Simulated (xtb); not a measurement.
xtb input for C3H9Si, SMILES C[SiH]([CH2])C, multiplicity 2, GFN2-xTB. 

```
$ xtb mol.xyz --gfn 2 --sp --chrg 0 --uhf 1 --json
$ cat mol.xyz
13

C     -0.13868299     1.77504555     0.40091435
Si    -0.07226041     0.10675693    -0.38566231
C     -1.38264641    -1.04849396     0.39170348
C      1.63056510    -0.70215108    -0.07461252
H     -0.37585645     2.67116918    -0.14375287
H      0.05650933     1.93030243     1.44839288
H     -0.31291559     0.21568492    -1.83350308
H     -1.32688625    -2.04560307    -0.03474210
H     -2.38619173    -0.67094372     0.22366775
H     -1.23887616    -1.13856606     1.46436648
H      2.42797727    -0.11963185    -0.52534303
H      1.67240915    -1.70287368    -0.49605148
H      1.84006215    -0.78053817     0.98820574
```

Program output:

```
[banner left out]
          |                Calculation Setup                |
           -------------------------------------------------



           -------------------------------------------------
          |                 G F N 2 - x T B                 |
           -------------------------------------------------

        Reference                      10.1021/acs.jctc.8b01176
      * Hamiltonian:
        H0-scaling (s, p, d)           1.850000    2.230000    2.230000
        zeta-weighting                 0.500000
      * Dispersion:
        s8                             2.700000
        a1                             0.520000
        a2                             5.000000
        s9                             5.000000
      * Repulsion:
        kExp                           1.500000    1.000000
        rExp                           1.000000
      * Coulomb:
        alpha                          2.000000
        third order                    shell-resolved
        anisotropic                    true
        a3                             3.000000
        a5                             4.000000
        cn-shift                       1.200000
        cn-exp                         4.000000
        max-rad                        5.000000


          ...................................................
          :                      SETUP                      :
          :.................................................:
          :  # basis functions                  31          :
          :  # atomic orbitals                  30          :
          :  # shells                           18          :
          :  # electrons                        25          :
          :  max. iterations                   250          :
          :  Hamiltonian                  GFN2-xTB          :
          :  restarted?                      false          :
          :  GBSA solvation                  false          :
          :  PC potential                    false          :
          :  electronic temp.          300.0000000     K    :
          :  accuracy                    1.0000000          :
          :  -> integral cutoff          0.2500000E+02      :
          :  -> integral neglect         0.1000000E-07      :
          :  -> SCF convergence          0.1000000E-05 Eh   :
          :  -> wf. convergence          0.1000000E-03 e    :
          :  Broyden damping             0.4000000          :
          :  net charge                          0          :
          :  unpaired electrons                  1          :
          ...................................................

 iter      E             dE          RMSdq      gap      omega  full diag
   1    -12.7585796 -0.127586E+02  0.466E+00    5.71       0.0  T
   2    -12.8172124 -0.586328E-01  0.221E+00    4.87       1.0  T
   3    -12.8162183  0.994139E-03  0.189E+00    5.74       1.0  T
   4    -12.8247770 -0.855873E-02  0.844E-01    5.39       1.0  T
   5    -12.8249604 -0.183416E-03  0.403E-01    5.38       1.0  T
   6    -12.8251714 -0.210961E-03  0.198E-01    5.27       1.0  T
   7    -12.8252217 -0.503221E-04  0.735E-02    5.28       1.0  T
   8    -12.8252215  0.245262E-06  0.292E-02    5.28       1.0  T
   9    -12.8252225 -0.985602E-06  0.134E-02    5.28       2.1  T
  10    -12.8252232 -0.714991E-06  0.395E-03    5.28       7.0  T
  11    -12.8252232 -0.333927E-07  0.132E-03    5.28      21.0  T
  12    -12.8252232 -0.115724E-08  0.353E-04    5.28      78.6  T
  13    -12.8252232 -0.433046E-09  0.111E-04    5.28     250.2  T

   *** convergence criteria satisfied after 13 iterations ***

         #    Occupation            Energy/Eh            Energy/eV
      -------------------------------------------------------------
         1        2.0000           -0.7173603             -19.5204
       ...           ...                  ...                  ...
         7        2.0000           -0.4602890             -12.5251
         8        2.0000           -0.4564514             -12.4207
         9        2.0000           -0.4559833             -12.4079
        10        2.0000           -0.4096695             -11.1477
        11        2.0000           -0.3994285             -10.8690
        12        2.0000           -0.3943265             -10.7302
        13        1.0000           -0.3314839              -9.0201 (HOMO)
        14                         -0.1374735              -3.7408 (LUMO)
        15                         -0.1311968              -3.5700
        16                         -0.1299749              -3.5368
        17                         -0.0175797              -0.4784
        18                          0.0014488               0.0394
       ...                                ...                  ...
        30                          0.7074182              19.2498
      -------------------------------------------------------------
                  HL-Gap            0.1940104 Eh            5.2793 eV
             Fermi-level           -0.2986919 Eh           -8.1278 eV

 SCC (total)                   0 d,  0 h,  0 min,  0.005 sec
 SCC setup                      ...        0 min,  0.000 sec (  1.778%)
 Dispersion                     ...        0 min,  0.000 sec (  0.965%)
 classical contributions        ...        0 min,  0.000 sec (  0.370%)
 integral evaluation            ...        0 min,  0.001 sec ( 14.544%)
 iterations                     ...        0 min,  0.002 sec ( 49.459%)
 molecular gradient             ...        0 min,  0.001 sec ( 31.331%)
 printout                       ...        0 min,  0.000 sec (  1.433%)

         :::::::::::::::::::::::::::::::::::::::::::::::::::::
         ::                     SUMMARY                     ::
         :::::::::::::::::::::::::::::::::::::::::::::::::::::
         :: total energy             -12.634905122933 Eh    ::
         :: gradient norm              0.000738640076 Eh/a0 ::
         :: HOMO-LUMO gap              5.279291026921 eV    ::
         ::.................................................::
         :: SCC energy               -12.825206166934 Eh    ::
         :: -> isotropic ES            0.017116289014 Eh    ::
         :: -> anisotropic ES          0.004790277013 Eh    ::
         :: -> anisotropic XC          0.009485587683 Eh    ::
         :: -> dispersion             -0.006710802012 Eh    ::
         :: repulsion energy           0.190301044001 Eh    ::
         :: add. restraining           0.000000000000 Eh    ::
         :: total charge              -0.000000000000 e     ::
         :::::::::::::::::::::::::::::::::::::::::::::::::::::

           -------------------------------------------------
          |                Property Printout                |
           -------------------------------------------------

    * Orbital Energies and Occupations

         #    Occupation            Energy/Eh            Energy/eV
      -------------------------------------------------------------
         1        2.0000           -0.7173603             -19.5204
         2        2.0000           -0.5642090             -15.3529
         3        2.0000           -0.5595256             -15.2255
         4        2.0000           -0.5341142             -14.5340
         5        2.0000           -0.4690230             -12.7628
         6        2.0000           -0.4632396             -12.6054
         7        2.0000           -0.4602890             -12.5251
         8        2.0000           -0.4564514             -12.4207
         9        2.0000           -0.4559833             -12.4079
        10        2.0000           -0.4096695             -11.1477
        11        2.0000           -0.3994285             -10.8690
        12        2.0000           -0.3943265             -10.7302
        13        1.0000           -0.3314839              -9.0201 (HOMO)
        14                         -0.1374735              -3.7408 (LUMO)
        15                         -0.1311968              -3.5700
        16                         -0.1299749              -3.5368
        17                         -0.0175797              -0.4784
        18                          0.0014488               0.0394
        19                          0.1180503               3.2123
        20                          0.2049541               5.5771
        21                          0.2055205               5.5925
        22                          0.2199370               5.9848
        23                          0.2284403               6.2162
        24                          0.2365973               6.4381
       ...                                ...                  ...
        30                          0.7074182              19.2498
      -------------------------------------------------------------
                  HL-Gap            0.1940104 Eh            5.2793 eV
             Fermi-level           -0.2986919 Eh           -8.1278 eV

     #   Z          covCN         q      C6AA      α(0)
     1   6 C        2.733    -0.188    32.903     9.391
     2  14 Si       3.543     0.444   100.628    19.333
     3   6 C        3.648    -0.194    24.708     7.142
     4   6 C        3.648    -0.195    24.714     7.143
     5   1 H        0.926     0.042     2.424     2.435
     6   1 H        0.926     0.047     2.358     2.401
     7   1 H        0.916    -0.092     5.309     3.604
     8   1 H        0.925     0.024     2.670     2.555
     9   1 H        0.925     0.019     2.753     2.595
    10   1 H        0.925     0.026     2.640     2.541
    11   1 H        0.925     0.018     2.759     2.598
    12   1 H        0.925     0.023     2.682     2.561
    13   1 H        0.925     0.026     2.646     2.544

 Mol. C6AA /au·bohr⁶  :       1656.383106
 Mol. C8AA /au·bohr⁸  :      48580.083861
 Mol. α(0) /au        :         66.841802


Wiberg/Mayer (AO) data.
largest (>0.10) Wiberg bond orders for each atom

 ---------------------------------------------------------------------------
     #   Z sym  total        # sym  WBO       # sym  WBO       # sym  WBO
 ---------------------------------------------------------------------------
     1   6 C    3.266 --     2 Si   1.107     5 H    0.990     6 H    0.985
     2  14 Si   3.760 --     1 C    1.107     7 H    0.883     4 C    0.867
                             3 C    0.864
     3   6 C    3.977 --     9 H    0.996     8 H    0.991    10 H    0.991
                             2 Si   0.864
     4   6 C    3.977 --    11 H    0.996    12 H    0.991    13 H    0.991
                             2 Si   0.867
     5   1 H    0.998 --     1 C    0.990
     6   1 H    0.998 --     1 C    0.985
     7   1 H    0.991 --     2 Si   0.883
     8   1 H    0.999 --     3 C    0.991
     9   1 H    1.000 --     3 C    0.996
    10   1 H    0.999 --     3 C    0.991
    11   1 H    1.000 --     4 C    0.996
    12   1 H    0.999 --     4 C    0.991
    13   1 H    0.999 --     4 C    0.991
 ---------------------------------------------------------------------------

Topologies differ in total number of bonds
Writing topology from bond orders to xtbtopo.mol

molecular dipole:
                 x           y           z       tot (Debye)
 q only:       -0.032       0.156      -0.057
   full:        0.022      -0.037       0.151       0.400
molecular quadrupole (traceless):
                xx          xy          yy          xz          yz          zz
 q only:       -1.024      -0.124       0.281       0.282       0.137       0.743
  q+dip:       -1.884      -0.267       1.068       0.446       0.660       0.816
   full:       -0.686      -0.133       0.714       0.127       0.298      -0.028


           -------------------------------------------------
          | TOTAL ENERGY              -12.634905122933 Eh   |
Note: The following floating-point exceptions are signalling: IEEE_UNDERFLOW_FLAG IEEE_DENORMAL
normal termination of xtb
          | GRADIENT NORM               0.000738640076 Eh/α |
          | HOMO-LUMO GAP               5.279291026921 eV   |
           -------------------------------------------------

------------------------------------------------------------------------
------------------------------------------------------------------------
 total:
 SCF:
```

The run converged.

Cost: roughly 0.020 core-seconds.
